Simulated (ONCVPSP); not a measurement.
## What the settings do to the ONCV potential of holmium (Ho)

Base potential:

```
Element                 : Ho
Generator               : ONCVPSP 4.0.1
Type                    : optimised norm-conserving Vanderbilt (ONCV)
Functional              : PBE
Relativity              : scalar-relativistic
Frozen core             : [Kr] 4d10
Valence charge          : 21
Reference configuration : 4f11 5s2 5p6 6s2
Partial waves           : 5s+6s: rc 2.30 bohr, ncon 3, nbas 7, qcut 5.5 1/bohr, 2 projectors; 5p: rc 2.00 bohr, ncon 4, nbas 7, qcut 7.4 1/bohr, 2 projectors, debl 3.7 Ha; d scattering state at 0.22 Ha: rc 2.45 bohr, ncon 3, nbas 6, qcut 4.4 1/bohr, 3 projectors, debl 3.9 Ha; 4f: rc 1.00 bohr, ncon 4, nbas 9, qcut 16.2 1/bohr, 3 projectors, debl 3.6 Ha
Local potential         : polynomial inside 0.70 bohr (lpopt 5, dvloc0 -1 Ha)
Core correction         : Teter function, fcfact 3, rcfact 1.55
```

In the d channel the program set the typed energies aside and used 0.050, 3.950, 7.850 Ha.

All-electron outer shells of the reference configuration (PBE, scalar-relativistic, ld1.x):

```json
{"shell": "5s", "level (eV)": "-50.38", "outermost node (bohr)": "0.61", "outermost maximum (bohr)": "1.14"}
{"shell": "5p", "level (eV)": "-25.87", "outermost node (bohr)": "0.66", "outermost maximum (bohr)": "1.29"}
{"shell": "6s", "level (eV)": "-3.79", "outermost node (bohr)": "1.55", "outermost maximum (bohr)": "3.43"}
{"shell": "4f", "level (eV)": "-3.14", "outermost node (bohr)": "–", "outermost maximum (bohr)": "0.53"}
```

Cutoffs, loose and tight: the cutoffs (Ha) at which the residual kinetic energy of the hardest occupied pseudo-wave falls to 1 and 0.1 mHa per electron. They do not see the model core or the augmentation charge, which bear on the density cutoff. Test errors are all-electron minus pseudo excitation energies from the reference, over the configurations 4f11 5s2 5p6 6s1; 4f11 5s2 5p6 6s0; 4f10 5s2 5p6 6s0; 4f9 5s2 5p6 6s0. A dash means not determined; rows that change the core or the reference have their own tests.

A true bound ghost makes a file unfit for plane-wave use even where its test errors are small: the radial tests pick states by their node count and pass the ghost by.

```tsv
change	outcome	cutoff, loose	cutoff, tight	bound ghosts	GHOST(+) flags above zero	largest test error (meV)
base	generated, projector energies reset by the program	118 Ha	216 Ha	s, p	d	tests left out (the all-electron energies of this program are off by 10 to 40 meV for near-neutral 4f atoms)
all radii but the core radius scaled by about 0.78 (s 1.80, p 1.56, d 1.92, f 0.78 bohr); local potential polynomial inside 0.54 bohr (lpopt 5, dvloc0 -1 Ha)	generated, projector energies reset by the program	525 Ha	752 Ha	s, p, f	s, d, f	tests left out (the all-electron energies of this program are off by 10 to 40 meV for near-neutral 4f atoms)
all radii but the core radius scaled by about 0.90 (s 2.06, p 1.80, d 2.20, f 0.90 bohr); local potential polynomial inside 0.62 bohr (lpopt 5, dvloc0 -1 Ha)	generated, projector energies reset by the program	132 Ha	440 Ha	s, p, f	s, d, f	tests left out (the all-electron energies of this program are off by 10 to 40 meV for near-neutral 4f atoms)
all radii but the core radius scaled by about 1.16 (s 2.66, p 2.32, d 2.84, f 1.16 bohr); local potential polynomial inside 0.80 bohr (lpopt 5, dvloc0 -1 Ha)	generated, projector energies reset by the program	106 Ha	120 Ha	s, p	d	tests left out (the all-electron energies of this program are off by 10 to 40 meV for near-neutral 4f atoms)
all radii but the core radius scaled by about 1.22 (s 2.80, p 2.44, d 2.98, f 1.22 bohr); local potential polynomial inside 0.86 bohr (lpopt 5, dvloc0 -1 Ha)	generated, projector energies reset by the program	104 Ha	118 Ha	s	p, d	tests left out (the all-electron energies of this program are off by 10 to 40 meV for near-neutral 4f atoms)
all radii but the core radius scaled by about 1.29 (s 2.96, p 2.58, d 3.16, f 1.28 bohr); local potential polynomial inside 0.90 bohr (lpopt 5, dvloc0 -1 Ha)	generated, projector energies reset by the program	103 Ha	117 Ha	s	p, d	tests left out (the all-electron energies of this program are off by 10 to 40 meV for near-neutral 4f atoms)
```

Question: What comes out with this change to the base: all radii but the core radius scaled by about 0.95 (s 2.20, p 1.90, d 2.34, f 0.96 bohr); local potential polynomial inside 0.66 bohr (lpopt 5, dvloc0 -1 Ha)?

Answer: outcome: generated, projector energies reset by the program; cutoff, loose: 122 Ha; cutoff, tight: 344 Ha; bound ghosts: s, p; GHOST(+) flags above zero: s, d; largest test error (meV): tests left out (the all-electron energies of this program are off by 10 to 40 meV for near-neutral 4f atoms).

Reading the sweep of the scale of all radii but the core radius (base = 1) (base included, trends over the rows without a ghost): Bound ghosts are found at 0.78, 0.9, 0.95, 1, 1.16, 1.22, 1.29. Every judged row has one, so this setting neither creates nor removes them.
